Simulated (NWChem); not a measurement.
# AlCl, singlet; SMILES [Al][Cl]

```xyz
2

Al     0.0000     0.0000    -1.2092
Cl     0.0000     0.0000     0.9377
```
Atoms are numbered in this order, from 1.

All runs: NWChem. Low-valent species are run as closed-shell singlets; no triplet was tried in these runs. Structure relaxed at the PBE0/def2-SVP level. B3LYP is NWChem's, with the RPA form of VWN correlation. GIAO values for the isolated, static molecule; σ is the absolute isotropic shielding.

Taking B3LYP/pcSseg-3 as the yardstick, which of these has the fewest basis functions while keeping “σ Cl2 (ppm)” within 2 ppm of it: B3LYP/pcSseg-1; B3LYP/pcSseg-0; B3LYP/pcSseg-2?

none of them.
| level | basis functions | σ Cl2 (ppm) | relative time (rough) |
|---|---|---|---|
| B3LYP/pcSseg-0 | 26 | 455.6 | 1 |
| B3LYP/pcSseg-1 | 48 | 500.3 | 3 |
| B3LYP/pcSseg-2 | 86 | 523.5 | 10 |
| B3LYP/pcSseg-3 | 152 | 534.1 | 60 |

The yardstick is one finite set, not the basis-set limit.
